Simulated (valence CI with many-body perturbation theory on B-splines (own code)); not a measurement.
## Eu³²⁺: electric-dipole lines

Method: valence CI with perturbative core correlation (CI+MBPT): three valence electrons over a frozen Dirac-Fock core [Ar] 3d10, radial functions for each j: 11 s, 11 p, 10 d, 8 f, 5 g, 2 h, with the one-electron correlation potential Σ1, the two-electron term Σ2, the three-electron term Σ3, Breit, model QED; selected CI, second order for the rest, scaled by the run's own slope (own B-spline code, finite nucleus).

The last digits are not significant, and no measured levels were compared; by estimate large intervals hold to a few tenths of a per cent, small ones and those within an open d or f shell to about a per cent.

Lines 151 to 200 of 541 in falling wavelength, among levels below 524.26 eV, chosen from the strongest by gf and those to the six lowest levels. Wavelengths and rates use the calculated energies. Electric multipoles are in the length gauge, E1 and E2 with the static RPA response of the core. Weak lines are less certain than strong ones. Lines between different terms over intervals too small for the method are left out, as are lines whose strength nearly cancels. Where a level lies close to another of its J and parity, the split of strength between their lines is uncertain. The highest levels of a list are the least certain.

Levels are named by their leading jj configuration (3d3/2^4 stands for four electrons in 3d with j = 3/2), which in mixed levels can hold well under half, so a name can repeat and another be missing. Letters in brackets count levels of one name in rising energy.

```csv
λ vac (nm),Upper,Lower,A (s⁻¹),S (a.u.)
10.03,(4p3/2^2 4f5/2) J=7/2,(4p3/2^2 4d5/2) J=5/2 [b],4.79e+10,1.91e-01
10.01,(4p3/2 4d3/2 4d5/2) J=7/2 [c],(4p3/2^2 4d5/2) J=9/2,4.67e+10,1.85e-01
9.996,(4p3/2 4d3/2 4d5/2) J=7/2 [c],(4p3/2^2 4d3/2) J=7/2,3.84e+10,1.52e-01
9.991,(4p1/2 4d5/2^2) J=5/2,(4p1/2 4p3/2 4d5/2) J=7/2 [b],5.54e+10,1.64e-01
9.961,(4s 4p3/2 4f7/2) J=3/2,(4s 4p3/2 4d5/2) J=3/2 [b],6.06e+10,1.18e-01
9.948,(4s 4d3/2 4d5/2) J=3/2 [b],(4s 4p3/2 4d3/2) J=5/2 [b],8.02e+10,1.56e-01
9.944,(4p1/2 4p3/2 4d5/2) J=5/2 [a],(4p1/2 4p3/2^2) J=5/2,9.51e+10,2.77e-01
9.942,(4p1/2 4p3/2 4d3/2) J=3/2 [b],(4p1/2 4p3/2^2) J=3/2,5.61e+10,1.09e-01
9.939,(4p3/2 4d3/2 4d5/2) J=5/2 [b],(4p3/2^2 4d3/2) J=3/2 [a],4.03e+10,1.17e-01
9.931,(4p3/2 4d3/2 4d5/2) J=5/2 [d],(4p3/2^2 4d3/2) J=3/2 [b],4.79e+10,1.39e-01
9.928,(4p1/2 4d3/2 4d5/2) J=7/2 [a],(4p1/2 4p3/2 4d3/2) J=5/2 [a],5.26e+10,2.03e-01
9.928,(4s 4p1/2 4d3/2) J=3/2 [b],(4s 4p1/2 4p3/2) J=5/2,6.87e+09,1.33e-02
9.923,(4s 4p3/2 4d3/2) J=1/2 [b],(4s^2 4d3/2) J=3/2,1.91e+11,1.84e-01
9.919,(4p1/2 4p3/2^2) J=5/2,(4s 4p1/2 4p3/2) J=3/2 [a],2.39e+10,6.91e-02
9.909,(4p1/2^2 4d5/2) J=5/2,(4p1/2^2 4p3/2) J=3/2,8.14e+10,2.35e-01
9.908,(4s 4d3/2 4f7/2) J=11/2,(4s 4d5/2^2) J=9/2,1.69e+10,9.72e-02
9.907,(4p1/2 4d3/2 4d5/2) J=9/2,(4p1/2 4p3/2 4d3/2) J=7/2,4.96e+10,2.38e-01
9.896,(4s 4d3/2 4f5/2) J=3/2 [a],(4p3/2^2 4d3/2) J=3/2 [b],5.27e+10,1.01e-01
9.874,(4p3/2 4d3/2 4d5/2) J=7/2 [b],(4s 4p1/2 4f7/2) J=5/2,2.52e+10,9.59e-02
9.873,(4s 4d3/2 4d5/2) J=7/2 [a],(4s 4p3/2 4d3/2) J=7/2,2.60e+10,9.88e-02
9.871,(4p1/2 4d5/2^2) J=9/2,(4p1/2 4p3/2 4d5/2) J=9/2,5.61e+10,2.66e-01
9.855,(4s 4p3/2 4d5/2) J=5/2 [b],(4s 4p3/2^2) J=3/2,4.62e+10,1.31e-01
9.849,(4p1/2 4d5/2^2) J=5/2,(4p1/2 4p3/2 4d5/2) J=5/2 [a],7.00e+10,1.98e-01
9.828,(4p1/2 4d3/2 4d5/2) J=7/2 [b],(4p1/2 4p3/2 4d3/2) J=5/2 [b],4.30e+10,1.61e-01
9.822,(4s 4p1/2 4d5/2) J=5/2 [a],(4s 4p1/2 4p3/2) J=5/2,6.73e+10,1.89e-01
9.812,(4p3/2 4d3/2 4d5/2) J=3/2 [c],(4p3/2^2 4d3/2) J=3/2 [b],6.23e+10,1.16e-01
9.804,(4p1/2 4p3/2 4d5/2) J=7/2 [b],(4p1/2 4p3/2^2) J=5/2,3.85e+10,1.43e-01
9.784,(4p1/2 4p3/2 4f7/2) J=9/2 [a],(4p1/2 4p3/2 4d5/2) J=7/2 [b],3.70e+10,1.71e-01
9.781,(4s 4p3/2 4d5/2) J=3/2 [b],(4s 4p3/2^2) J=3/2,3.75e+11,6.92e-01
9.773,(4p3/2 4d3/2 4d5/2) J=7/2 [d],(4p3/2^2 4d3/2) J=7/2,4.04e+10,1.49e-01
9.771,(4s 4d3/2 4d5/2) J=7/2 [a],(4s 4p3/2 4d3/2) J=5/2 [a],6.06e+10,2.23e-01
9.768,(4p1/2 4d5/2^2) J=1/2,(4p1/2 4p3/2 4d5/2) J=3/2 [b],2.44e+11,2.24e-01
9.768,(4p1/2 4d5/2^2) J=3/2,(4p1/2 4p3/2 4d5/2) J=3/2 [a],6.71e+10,1.23e-01
9.758,(4p1/2 4d3/2 4d5/2) J=5/2 [a],(4p1/2 4p3/2 4d3/2) J=5/2 [a],8.14e+10,2.24e-01
9.757,(4s 4p1/2 4d5/2) J=7/2,(4s 4p1/2 4p3/2) J=5/2,9.67e+10,3.55e-01
9.756,(4p1/2 4p3/2 4d5/2) J=3/2 [b],(4p1/2 4p3/2^2) J=1/2,1.23e+11,2.25e-01
9.752,(4p1/2 4d3/2 4d5/2) J=3/2 [b],(4p1/2 4p3/2 4d3/2) J=3/2 [b],8.57e+10,1.57e-01
9.751,(4s 4p3/2^2) J=3/2,(4s^2 4p3/2) J=3/2,2.86e+11,5.23e-01
9.736,(4s 4d5/2^2) J=3/2,(4s 4p3/2 4d5/2) J=3/2 [b],6.79e+10,1.24e-01
9.733,(4s 4d5/2^2) J=5/2,(4s 4p3/2 4d3/2) J=5/2 [b],4.91e+10,1.34e-01
9.733,(4s 4p3/2 4f7/2) J=7/2 [a],(4s 4p3/2 4d5/2) J=7/2 [b],4.38e+10,1.59e-01
9.726,(4s 4p1/2 4d5/2) J=5/2 [b],(4s 4p1/2 4p3/2) J=3/2 [b],2.04e+11,5.57e-01
9.717,(4p1/2 4d5/2^2) J=7/2,(4p1/2 4p3/2 4d5/2) J=7/2 [a],3.70e+10,1.34e-01
9.712,(4p3/2 4d3/2 4d5/2) J=3/2 [a],(4p3/2^2 4d3/2) J=5/2,7.94e+10,1.44e-01
9.706,(4p3/2^2 4f7/2) J=9/2 [b],(4s 4d3/2 4d5/2) J=7/2 [a],3.98e+10,1.80e-01
9.694,(4p1/2 4p3/2 4f7/2) J=7/2 [b],(4p1/2 4p3/2 4d5/2) J=5/2 [b],8.80e+10,3.16e-01
9.689,(4p1/2 4p3/2 4d5/2) J=1/2,(4p1/2 4p3/2^2) J=1/2,2.45e+11,2.20e-01
9.684,(4s 4p3/2 4f7/2) J=7/2 [a],(4s 4p3/2 4d5/2) J=7/2 [a],7.38e+10,2.65e-01
9.679,(4s 4p1/2 4d5/2) J=3/2,(4s 4p1/2 4p3/2) J=1/2,2.44e+11,4.38e-01
9.676,(4p1/2 4d3/2 4d5/2) J=1/2,(4p1/2 4p3/2 4d3/2) J=1/2 [a],1.64e+11,1.47e-01
```
